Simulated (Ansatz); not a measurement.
```yaml
crystal:
  periodic: [false, false, false]
  atoms:
    - {symbol: Zr, position_ang: [0.024764, 0.524225, 0.387582]}
    - {symbol: O, position_ang: [1.154120, -0.708547, 0.335504]}
    - {symbol: O, position_ang: [-1.178884, 0.184322, -0.723085]}
basis:
  gaussian: {orbitals: def2-mTZVP}
total_charge: -1
magnetization: {spin_polarized: true, initial_magnetization: 1}
hamiltonian: {xc: {name: r2SCAN50}}
scf: {omitted_lower_state_checks: [starts]}
output: {forces: true}
```

```sh
$ ansatz run in.yaml --threads 4 --pin off --events-out ev --progress --plain --max-ram 3916MiB
```

Output, abridged:

```
Functional definition: r2SCAN50
809 factors; integrals over basis functions are off by at most 3.4e-4 eV
mean field evaluation 1: about -5368.5756 eV, gradient 3.0e1 eV
mean field evaluation 2: about -5356.2587 eV, gradient 6.7e1 eV
mean field evaluation 4: about -5372.2738 eV, gradient 1.1e0 eV
mean field evaluation 8: about -5372.3327 eV, gradient 7.8e-2 eV
mean field evaluation 16: about -5372.3329 eV, gradient 2.5e-3 eV
mean field -5372.33292493 eV, -197.4295934932 hartree, gradient 6.1e-5 eV, S^2 0.752106; 0 other end points of the search recorded, 0 dependent functions left out
reference -5372.33294707 eV, -197.4295943069 hartree; 15, 14 occupied and 66, 67 virtual orbitals, 809 factors
Total energy: -5372.33294707 eV, -197.4295943069 hartree
Atom 0 at     0.024764     0.524225     0.387582 Å, force     0.309379     6.549182     4.842087 eV/Å
Atom 1 at     1.154120    -0.708547     0.335504 Å, force     4.368666    -5.005734    -0.368593 eV/Å
Atom 2 at    -1.178884     0.184322    -0.723085 Å, force    -4.678045    -1.543448    -4.473493 eV/Å
Dipole moment:     0.013605     0.288001     0.212931 e Å
Checks for a lower state left out: starts
```

Hardware: 4 threads of Arm Neoverse N1 on a shared host. Wall time 4.6 s.

In the def2 sets Zr takes a core potential; there is no spin–orbit coupling. The highest occupied level of an anion often lies above zero with these methods, and sets without diffuse functions describe the outer electron poorly.

The dipole of an ion depends on the origin.
